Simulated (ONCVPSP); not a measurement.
**What one change does to a pseudopotential (N, ONCV)**

nitrogen, optimised norm-conserving Vanderbilt (ONCV), made with ONCVPSP 4.0.1 (PBE, scalar-relativistic). Core [He], reference 2s2 2p3. Waves: 2s: rc 0.70 bohr, ncon 4, nbas 7, qcut 7.4 1/bohr, 1 projector; 2p: rc 1.50 bohr, ncon 3, nbas 8, qcut 7.1 1/bohr, 1 projector. Local part: polynomial inside 0.50 bohr (lpopt 5, dvloc0 0 Ha). Core correction: none.

Change: s: nproj 0; local potential the s channel.

Cutoffs: the cutoffs (Ha) at which the residual kinetic energy of the hardest occupied pseudo-wave falls to 1 and 0.1 mHa per electron; they do not see the model core or the augmentation charge, which bear on the density cutoff. Errors are all-electron minus pseudo energies relative to the spin-unpolarised reference configuration.

Problem. What does the change do?

Solution. The potential gets neither clearly harder nor softer (160 Ha and 246 Ha → 160 Ha and 246 Ha); the errors of the 4 common tests hardly move; the range in which the s phases agree widens (upper end 2.1 → at the end of the scan); neither file shows a bound ghost.

```tsv
quantity	base	changed
cutoff, loose	160 Ha	160 Ha
cutoff, tight	246 Ha	246 Ha
bound ghosts	none	none
GHOST(+) flags under 300 eV	none	none
error for 2s2 2p2, meV [ΔE 13.59 eV]	+20	+19
error for 2s2 2p1, meV [ΔE 42.44 eV]	+224	+214
error for 2s2 2p0, meV [ΔE 89.53 eV]	+1034	+1001
error for 2s1 2p3, meV [ΔE 25.37 eV]	-37	-38
s: phases at 0.71 bohr within 0.05 rad from the reference energy up to (Ha; the scan ends near 5)	2.1	to the end of the scan
p: phases at 1.52 bohr within 0.05 rad from the reference energy up to (Ha; the scan ends near 5)	1.8	1.7
```
